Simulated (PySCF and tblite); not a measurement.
Results of a calculation; reference values are marked as such.
Stationary points of 1-cyanocyclopropanecarboxylic acid at GFN2-xTB, in Å:

Structure A

```
 1 N    -0.274    2.566   -1.173
 2 C    -0.169    1.530   -0.700
 3 C    -0.076    0.240   -0.105
 4 C     1.289   -0.362   -0.028
 5 O     1.522   -1.442    0.446
 6 O     2.226    0.434   -0.546
 7 C    -1.239   -0.724   -0.296
 8 C    -1.035   -0.097    1.029
 9 H     3.102    0.021   -0.483
10 H    -0.969   -1.763   -0.417
11 H    -2.053   -0.387   -0.919
12 H    -1.704    0.687    1.350
13 H    -0.624   -0.702    1.824
```

Structure B

```
 1 N    -0.065    2.487   -1.214
 2 C    -0.049    1.473   -0.684
 3 C    -0.027    0.196   -0.057
 4 C     1.318   -0.439    0.117
 5 O     1.465   -1.559    0.508
 6 O     2.368    0.397   -0.132
 7 C    -1.207   -0.737   -0.297
 8 C    -1.065   -0.091    1.025
 9 H     2.644    0.416   -1.053
10 H    -0.960   -1.785   -0.384
11 H    -1.974   -0.390   -0.974
12 H    -1.726    0.720    1.291
13 H    -0.720   -0.689    1.855
```

Structure C

```
 1 N     0.123    2.417   -1.288
 2 C     0.037    1.409   -0.748
 3 C     0.007    0.156   -0.085
 4 C     1.338   -0.530    0.116
 5 O     1.425   -1.590    0.664
 6 O     2.414    0.112   -0.351
 7 C    -1.197   -0.752   -0.302
 8 C    -1.041   -0.066    0.999
 9 H     2.216    0.961   -0.776
10 H    -0.975   -1.808   -0.352
11 H    -1.952   -0.409   -0.994
12 H    -1.684    0.768    1.237
13 H    -0.712   -0.648    1.847
```

Geometries: GFN2-xTB; energies: revPBE/pcSseg-1 + D3(BJ), IEF-PCM chloroform; zero-point and thermal terms from GFN2-xTB harmonic modes (soft modes blended into free rotors).

Question: Which structure is a saddle point, and along which motion?

Answer: B: one imaginary mode (609i cm⁻¹ at GFN2-xTB, mostly on H9, O6), along the rotation about the C4–O6 bond (torsion C3–C4–O6–H from 180° to 360°, rising).

Question: Give their symmetry and energies above the lowest.

Answer: A Cs, 0.0 kcal/mol; B C1, 11.6 kcal/mol; C Cs, 2.8 kcal/mol.
